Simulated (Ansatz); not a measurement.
Ansatz (a program for electronic structure) input (HF/3-21G): The .json file is the Basis Set Exchange's 3-21G.

Ansatz 0.2 input:
```yaml
crystal:
  periodic: [false, false, false]
  atoms:
    - {symbol: Si, position_ang: [-0.97543268, 0.10959893, 0.19520595]}
    - {symbol: P, position_ang: [1.13449721, -0.18862683, -0.28607200]}
    - {symbol: H, position_ang: [-1.82183741, -0.82343493, -0.62787256]}
    - {symbol: H, position_ang: [-1.62420637, 1.45445963, -0.06147326]}
    - {symbol: H, position_ang: [-1.47167320, -0.15189419, 1.60261794]}
    - {symbol: H, position_ang: [1.55631634, 0.81588701, 0.64492459]}
basis:
  gaussian:
    orbitals: 3-21G.json
hamiltonian:
  xc: {name: HF}
total_charge: -1
relax: {f_tol: 0.003, max_steps: 120}
```

Problem. Predict the final energy.

Solution. -628.69867 Eh.
